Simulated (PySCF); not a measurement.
Compound: n-SiSiGeSiSiH12.
Z-matrix (Å and degrees, PBE0-D3(BJ)/def2-SVP geometry), rows numbered from 1:
```
Si
Si  1  2.3443
Ge  2  2.3856  1  108.58
Si  3  2.3862  2  107.26  1   -50.48
Si  4  2.3435  3  108.51  2   -48.82
H   1  1.4949  2  111.73  3   179.73
H   1  1.4957  2  109.19  3    59.13
H   1  1.4959  2  109.48  3   -59.44
H   2  1.4962  1  110.53  3   122.32
H   2  1.4975  1  109.40  3  -118.03
H   3  1.5423  2  110.38  1  -170.33
H   3  1.5418  2  110.32  1    70.18
H   4  1.4971  3  108.99  2    70.13
H   4  1.4964  3  111.09  2  -170.36
H   5  1.4952  4  111.46  3  -177.43
H   5  1.4956  4  109.78  3   -56.62
H   5  1.4959  4  109.23  3    62.26
```

Computed with PySCF, TDDFT PBE0/def2-SVPD, vertical, gas phase, core orbitals frozen in the response. The PBE0/def2-SVPD calculation is non-relativistic and has no spin–orbit coupling, an omission that weighs most on germanium.

Kohn–Sham orbitals with the atoms that hold most of them (Löwdin shares over 4%, at most four atoms; ? is withheld):

```csv
orbital,ε (eV),atoms
LUMO+2,-0.23,"Si4 20%, Si2 18%, Ge3 14%, H14 9%"
LUMO+1,-0.25,"Ge3 22%, Si2 13%, Si4 11%, Si5 11%"
LUMO,-0.41,"Ge3 20%, Si2 12%, Si4 12%, Si1 9%"
HOMO,-7.77,?
HOMO-1,-7.98,?
HOMO-2,-8.44,"Si2 17%, Si4 16%, Si1 13%, Si5 13%"
HOMO-3,-9.11,"Si4 16%, Si2 15%, Ge3 15%, H10 9%"
```

Task: Which atoms hold the HOMO, and with what shares?

Result: Ge3 (bonded to 2 Si and 2 H) 31%; Si2 (bonded to Ge, Si and 2 H) 21%; Si4 (bonded to Ge, Si and 2 H) 20%; Si1 (bonded to Si and 3 H) 5%. By element: silicon 46% or more, germanium 31%.

Task: Give the leading atoms of the HOMO-1.

Result: Ge3 (bonded to 2 Si and 2 H) 17%; Si4 (bonded to Ge, Si and 2 H) 16%; Si2 (bonded to Ge, Si and 2 H) 15%; Si5 (bonded to Si and 3 H) 13%. By element: silicon 44% or more, germanium 17%.

Task: The HOMO–LUMO gap is 7.36 eV. Where does the response calculation put the lowest singlet, and from which orbitals?

Result: S1 is at 6.33 eV (f = 0.037), 1.03 eV below the gap, made of HOMO→LUMO (90%). Without the coupling terms of the response equations the lowest excitation would equal the gap.

Task: One configuration dominates each of S1 and S4. Which, and how do the shares of the two leading atoms of either orbital change from the occupied to the empty one?

Result: 
- S1 (6.33 eV, f 0.037), HOMO→LUMO (90%): Ge3 31% → 20%, Si2 21% → 12%
- S4 (6.57 eV, f 0.039), HOMO-1→LUMO (75%): Ge3 17% → 20%, Si4 16% → 12%, Si2 15% → 12%

Orbitals of the list HOMO-3 to LUMO+2 that lie within 0.01 eV of each other are written together with a slash and their weights summed (≥ marks a lower bound); for degenerate orbitals outside that list single weights are arbitrary.

One conformer stands for the species.
